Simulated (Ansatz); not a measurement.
`FB1CN1` + SiH₄ → `[SiH3]B1CN1` + H–F at 298.15 K and 1 bar (formal exchange of groups at a B–F bond).

Gas-phase electronic energies from Ansatz, PBE0-D4/def2-TZVP geometries. CBS: MP2 limit from def2 TZ/QZ plus the TZ coupled-cluster correction, frozen cores. This one scheme is used for every species.

| species | CCSD(T)/CBS energy (Eh) | H − E (kJ/mol) | S (J/(mol·K)) |
| --- | --- | --- | --- |
| `FB1CN1` | -219.17153 | 140.5 | 282.3 |
| SiH₄ | -291.46306 | 92.1 | 204.8 |
| `[SiH3]B1CN1` | -410.19867 | 203.6 | 320.4 |
| H–F | -100.39570 | 33.5 | 173.6 |

H − E and S are ideal-gas, rigid-rotor, harmonic terms from PBE0-D4/def2-TZVP. 1 Eh = 2625.50 kJ/mol, R = 8.31446 J/(mol·K).

Problem. By hand: ΔE, ΔH, ΔS and ΔG.

Solution. ΔE = (-410.19867) + (-100.39570) − (-219.17153) − (-291.46306) = 0.04022 Eh = 105.6 kJ/mol. Δ(H − E) = 203.6 + 33.5 − 140.5 − 92.1 = 4.5, so ΔH = 110.1 kJ/mol. ΔS = 320.4 + 173.6 − 282.3 − 204.8 = 6.9 J/(mol·K). ΔG = 110.1 − 298.15 × (6.9)/1000 = 108.0 kJ/mol.

Problem. By hand: the equilibrium constant, and the temperature at which ΔG would vanish if ΔH and ΔS stayed fixed.

Solution. log₁₀ K = −ΔG/(RT ln 10) = -18.9. ΔG = 0 at ΔH/ΔS = 15957 K, far beyond where these terms or the molecules hold.

The number of gas molecules stays the same, so ΔS is small and ΔH decides. A doubt of 5 kJ/mol in ΔE shifts log₁₀ K by 0.9 here. These are equilibria of isolated gas molecules and say nothing of rates. Largest T1 diagnostic: 0.014 (customary marks: 0.02 for closed shells, 0.045 for open ones).
